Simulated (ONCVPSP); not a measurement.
Cutoff test, Fe (Z = 26), ONCV

```json
{
  "Element": "iron",
  "Generator": "ONCVPSP 4.0.1",
  "Type": "optimised norm-conserving Vanderbilt (ONCV)",
  "Functional": "PBEsol",
  "Relativity": "scalar-relativistic",
  "Frozen core": "[Ar]",
  "Valence charge": "8",
  "Reference configuration": "3d6 4s1 4p1",
  "Partial waves": "4s: rc 2.65 bohr, ncon 4, nbas 7, qcut 2 1/bohr, 2 projectors, debl 0.6 Ha; 4p: rc 1.85 bohr, ncon 5, nbas 9, qcut 4.2 1/bohr, local; 3d: rc 1.85 bohr, ncon 5, nbas 10, qcut 9.8 1/bohr, 2 projectors, debl 2.4 Ha",
  "Local potential": "the p channel",
  "Core correction": "polynomial model core, fcfact 0.3"
}
```

**Question.** For each optimised wave give the share of its norm inside rc, the residual kinetic energy above qcut (Ha) and the cutoffs (Ha) for errors of 10, 1, 0.1 and 0.01 mHa per electron.

**Answer.**

```csv
wave,norm inside rc,residual KE,10 mHa,1 mHa,0.1 mHa,0.01 mHa
4s,0.472,8.1e-03,1.7,11.6,16.3,20.4
s projector 2,0.232,2.3e-02,2.5,7.1,15.2,21.9
4p,0.051,6.1e-03,5.7,56.9,73.7,81.9
3d,0.878,4.6e-07,29.8,35.5,40.1,43.4
d projector 2,0.205,6.0e-06,31.5,38.0,42.7,47.7
```

The occupied waves need 57 Ha and 74 Ha for 1 and 0.1 mHa. Note: no bound ghost flagged; GHOST(+) flagged for s at 65.9 eV. 1 of 4 tests not solved or not reliable.
